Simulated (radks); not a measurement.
Results of a calculation; reference values are marked as such.
Question: Isoelectronic series with 20 electrons, each ion in its NIST ground configuration. Level of theory: Dirac Kohn-Sham, PBE, spin-unpolarised, spherical densities, finite nucleus; open shells fill j = l - 1/2 first; Fermi nuclear charge, rms radius of each element as measured or else 0.836 A^(1/3) + 0.57 fm (a radial shooting solver on a logarithmic mesh with Libxc functionals). Total energies (hartree) and mean radii <r> (bohr) (* marks an orbital that is empty in some or all of the ions):

ion,configuration,E (hartree),4s1/2*,3p3/2
Ca,[Ar] 4s2,-680.32856,4.020,1.274
Fe6+,[Ar] 3d2,-1262.02381,1.817,0.7969
Cu9+,[Ar] 3d2,-1624.85283,1.445,0.6647
Ge12+,[Ar] 3d2,-2036.03514,1.206,0.5707
Br15+,[Ar] 3d2,-2496.09236,1.037,0.5002
Sr18+,[Ar] 3d2,-3005.63924,0.9103,0.4453
Nb21+,[Ar] 3d2,-3565.37930,0.8113,0.4012

Estimate the row of V3+ ([Ar] 3d2).

Answer: E (hartree) -947.14667; 4s1/2* 2.514; 3p3/2 0.9962.
